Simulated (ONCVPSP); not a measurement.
**Pseudopotential generation for ytterbium: ONCV, PBE, scalar-relativistic.**

```json
{
 "Element": "ytterbium",
 "Generator": "ONCVPSP 4.0.1",
 "Type": "optimised norm-conserving Vanderbilt (ONCV)",
 "Functional": "PBE",
 "Relativity": "scalar-relativistic",
 "Frozen core": "[Kr]",
 "Valence charge": "34",
 "Reference configuration": "4d10 4f14 5s2 5p6 6s2",
 "Partial waves": "5s+6s: rc 1.95 bohr, ncon 4, nbas 7, qcut 7.3 1/bohr, 2 projectors; 5p: rc 1.35 bohr, ncon 4, nbas 6, qcut 6.6 1/bohr, 2 projectors, debl 1.2 Ha; 4d: rc 0.70 bohr, ncon 4, nbas 8, qcut 26.9 1/bohr, 2 projectors, debl 2.4 Ha; 4f: rc 1.10 bohr, ncon 3, nbas 7, qcut 12.9 1/bohr, 1 projector",
 "Local potential": "polynomial inside 0.45 bohr (lpopt 3, dvloc0 0 Ha)",
 "Core correction": "Teter function, fcfact 5.25, rcfact 1.1"
}
```

All-electron outer shells of the reference configuration (PBE, scalar-relativistic, ld1.x):

```tsv
shell	level (eV)	outermost node (bohr)	outermost maximum (bohr)
4d	-177.93	0.24	0.49
5s	-54.92	0.58	1.07
5p	-27.42	0.62	1.24
6s	-3.92	1.47	3.28
4f	-3.01	–	0.49
```

Task: Does the generator finish with these settings?

Result: No. ONCVPSP 4.0.1 stopped with "test_data: must have ncon+3 <= nbas <= ncon+5, l= 1": the input breaks a rule of the program on the basis size: nbas must lie between ncon + 3 and ncon + 5.
